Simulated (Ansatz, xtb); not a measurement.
**Relative energy of two isomers of C2H8Ge2**

We compare a, `[GeH3]/[CH]=[CH]/[GeH3]`, a singlet, with b, `[GeH3]/[CH]=[CH]\[GeH3]`, a singlet. Both are isolated molecules in the gas phase, relaxed with B3LYP/def2-SVP.

Energies in hartree; the thermal terms are from GFN2-xTB frequencies at re-optimised GFN2-xTB minima (ideal gas, soft modes damped towards free rotors, one conformer each, 298.15 K, 1 atm) and include the zero-point energy:

```
                               a            b
E, CCSD(T)/def2-SVP  −4231.303919  −4231.300182
    E, MP2/def2-SVP  −4231.238572  −4231.234462
  E, MP2/def2-TZVPP  −4231.967806  −4231.964026
  zero-point energy      0.074773      0.075024
       H(298 K) − E      0.083865      0.083845
       G(298 K) − E      0.041674      0.042048
```

Task: Correct the CCSD(T) difference for the basis set by the MP2 change, then work out ΔE, ΔE₀, ΔH and ΔG for a → b in kJ/mol (1 Eh = 2625.50 kJ/mol) and the equilibrium ratio [b]/[a].

Result: 1. Differences b − a: CCSD(T) +0.003737, MP2 in the small set +0.004110, MP2 in the large set +0.003780 Eh.
2. ΔE = +0.003737 + (+0.003780 − (+0.004110)) = +0.003407 Eh = +8.95 kJ/mol.
3. ΔE₀ = ΔE + ΔZPE = +0.003407 + (+0.000251) Eh = +9.60 kJ/mol.
4. ΔH = ΔE + (−0.000020) Eh = +8.89 kJ/mol.
5. ΔG = ΔE + (+0.000374) Eh = +9.93 kJ/mol, so ΔS = (ΔH − ΔG)/T = −3.5 J/(mol K).
6. kT = 0.9442 mEh, so K = [b]/[a] = exp(−ΔG/kT) = exp(−4.00) ≈ 0.018.

Structure a is favoured at this temperature. An error of 4 kJ/mol in ΔG would change K by a factor of 5. Mirror images and further conformers aren't counted.

As drawn, both hold the same kinds of bond in the same numbers.

Other levels gave ΔE = +3.2 (GFN2-xTB); +11.5 (HF/STO-3G, GFN2-xTB geometries); +10.1 (r2SCAN-D4/def2-SVP, GFN2-xTB geometries); +11.6 (B3LYP/def2-SVP); +13.2 (HF/def2-SVP); +10.8 (MP2/def2-SVP); +9.8 (CCSD(T)/def2-SVP) kJ/mol. The correlated steps freeze 20 core orbitals; the filled d shell of Ge is correlated, in a basis made for valence electrons. Programs: Ansatz 0.2.0, xtb 6.7.1.
